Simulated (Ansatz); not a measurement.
An input meant for Al₂Ru₂ (charge 0, singlet).

```yaml
crystal:
  periodic: [false, false, false]
  atoms:
    - {symbol: Ru, position_ang: [1.925839, -0.002818, 0.020022]}
    - {symbol: Ru, position_ang: [0.085581, 1.189488, 0.138064]}
    - {symbol: Al, position_ang: [0.052894, -1.332247, -0.152997]}
    - {symbol: Al, position_ang: [-2.064314, 0.145577, -0.005089]}
basis:
  gaussian: {orbitals: def2-SVPD, final_grid: {core_spheres: 1, valence_spheres: 1, degree: 3}}
hamiltonian: {xc: {name: PBE}}
scf: {lower_state_search: light}
```

```sh
$ ansatz run in.yaml --threads 4 --pin off --events-out ev --progress --plain --max-ram 3916MiB
```

Shortened log:

```
Functional definition: PBE
  name "PBE"
  cite "Perdew, Burke & Ernzerhof, Phys. Rev. Lett. 77, 3865 (1996) doi:10.1103/PhysRevLett.77.3865"
  parent pbe
  parameter kappa = 0.804
  parameter beta = 0.06672455060314922
  exchange = pbe_x(kappa = kappa, mu = beta*pi^2/3)
  correlation = pbe_c(beta = beta)
1082 factors; their error is unknown
mean field evaluation 1: about -18265.3849 eV, gradient 1.6e2 eV
mean field evaluation 2: about -17065.9125 eV, gradient 4.2e2 eV
mean field evaluation 4: about -18056.4264 eV, gradient 2.5e2 eV
mean field evaluation 8: about -18236.8298 eV, gradient 1.8e2 eV
mean field evaluation 16: about -18351.2130 eV, gradient 8.6e0 eV
mean field evaluation 32: about -18339.4062 eV, gradient 4.9e1 eV
mean field evaluation 64: about -18348.8569 eV, gradient 9.6e0 eV
mean field evaluation 96: about -18346.2065 eV, gradient 4.7e1 eV
mean field -18352.82083088 eV, -674.4537255462 hartree, gradient 2.3e-5 eV, S^2 0.000000; 4 other end points of the search recorded, 0 dependent functions left out
reference -18352.82090323 eV, -674.4537282049 hartree; 29, 29 occupied and 87, 87 virtual orbitals, 1082 factors
Total energy: -18352.82090323 eV, -674.4537282049 hartree
```

In this input the integration grid is far too coarse. The calculation finished and met its thresholds. The result belongs to that input, not to the species as meant.

In the def2 sets Ru takes a core potential; there is no spin–orbit coupling. The restricted singlet is unstable towards broken spin symmetry at other levels; at RKS PBE/def2-SVPD this wasn't settled.
